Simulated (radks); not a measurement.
All-electron atom: In in [Kr] 4d10 5s2 5p1.

All-electron calculation, scalar-relativistic Kohn-Sham, revPBE, spin-polarised, spherical densities, point nucleus; open shells are filled with parallel spins first (spin-orbit coupling, left out, can overturn this in heavy ions). Program: a radial shooting solver on a logarithmic mesh with Libxc functionals.

Energy parts (Ry):
| part | energy |
|---|---|
| total | -11763.74731 |
| kinetic | 12261.67410 |
| electron-nucleus | -28443.85940 |
| Hartree | 4737.91976 |
| exchange-correlation | -319.48177 |

Orbitals (lengths in bohr, moments of r in powers of bohr; <r^-3> diverges for s and p1/2; r(90%) holds 90 % of the orbital's charge):
orbital	occ.	eigenvalue (Ry)	<r^-3>	<r>	r(90%)
1s up	1	-2039.985	-	0.02971	0.0534
1s down	1	-2039.984	-	0.02971	0.0534
2s up	1	-305.4413	-	0.1285	0.199
2s down	1	-305.4413	-	0.1285	0.199
2p up	3	-274.1192	4373	0.1122	0.183
2p down	3	-274.1188	4373	0.1122	0.183
3s up	1	-57.95892	-	0.3485	0.513
3s down	1	-57.95841	-	0.3485	0.513
3p up	3	-47.70353	800.7	0.3471	0.522
3p down	3	-47.70292	800.7	0.3471	0.522
3d up	5	-31.79497	109.9	0.3243	0.512
3d down	5	-31.79450	109.9	0.3243	0.512
4s up	1	-8.79025	-	0.8482	1.23
4s down	1	-8.78945	-	0.8482	1.23
4p up	3	-5.73756	139.6	0.9220	1.36
4p down	3	-5.73667	139.6	0.9219	1.36
4d up	5	-1.36500	12.27	1.185	1.87
4d down	5	-1.36006	12.34	1.179	1.86
5s up	1	-0.61585	-	2.623	3.93
5s down	1	-0.57008	-	2.603	3.92
5p up	1	-0.20076	6.224	3.710	5.81
5p down	0	-0.15060	6.161	3.787	5.98

The highest occupied level is 5p up at -2.731 eV. For comparison, the ionisation energy in NIST's Atomic Spectra Database is 5.786 eV (measured). In exact Kohn-Sham theory the highest level is minus the ionisation energy, but local and semilocal functionals leave it too shallow, through self-interaction and a potential that decays too fast; potentials with the right tail come closer. Summed over all electrons, <r^2> = 58.80 bohr^2, which gives a Langevin (diamagnetic) susceptibility term of -46.6 x 10^-6 cm^3/mol. Spin moment in Bohr magnetons: 1. The density falls to 0.001 e/bohr^3 at r = 4.63 bohr.
